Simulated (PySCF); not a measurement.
[Dy(BH4)2]+: from a saddle point downhill

PySCF 2.14.0, RKS PBE0, Dy lcecp-1-SVP with ECP55, B def2-SVP, H def2-SVP; non-relativistic Hamiltonian with scalar-relativistic core potentials where named; density fitting; no spin-orbit coupling. Relaxed within the symmetry of its start, the geometry (D3d) is

```xyz
11

Dy    0.0000    0.0000    0.0000
B     0.0000    0.0000    2.4067
H     0.0000    0.0000    3.6031
H     0.9993    0.5770    1.8816
H    -0.9993    0.5770    1.8816
H     0.0000   -1.1539    1.8816
B     0.0000    0.0000   -2.4067
H     0.0000    0.0000   -3.6031
H     0.9993   -0.5770   -1.8816
H    -0.9993   -0.5770   -1.8816
H     0.0000    1.1539   -1.8816
```

and its lowest harmonic modes are -169, -80, -80, 546, 551, 594 cm⁻¹ (negative: unstable; uncertain by 10 to 30 cm⁻¹). It was moved along the lowest mode and relaxed again, within the group D3 that the move left.

Question: Where does it end, and how much lower?

Answer: In D3h, 0.039 eV lower, after 10 steps:
```xyz
11

Dy    0.0000    0.0000    0.0000
B     0.0000    0.0000    2.4051
H     0.0000    0.0000    3.6014
H     1.1544    0.0180    1.8777
H    -0.5927    0.9907    1.8777
H    -0.5616   -1.0087    1.8777
B     0.0000    0.0000   -2.4051
H     0.0000    0.0000   -3.6014
H     1.1544   -0.0180   -1.8777
H    -0.5927   -0.9907   -1.8777
H    -0.5616    1.0087   -1.8777
```

Question: How do the contacts change?

Answer: 
| contact | saddle (Å) | end (Å) |
| --- | --- | --- |
| Dy1–H4 (BH4) | 2.207 | 2.204 |
| Dy1–H9 (BH4) | 2.207 | 2.204 |
| Dy1–H6 (BH4) | 2.207 | 2.204 |
| Dy1–H11 (BH4) | 2.207 | 2.204 |


Question: Is the end a minimum?

Answer: No, 2 of the modes stay unstable (below −25 cm⁻¹); lowest modes -74, -74, 154, 546, 552, 623 cm⁻¹.

An lcecp potential fixes the number of 4f electrons, so in runs with it no electron can move into or out of that shell.

State: singlet in the valence, with the 4f electrons in the core potential.
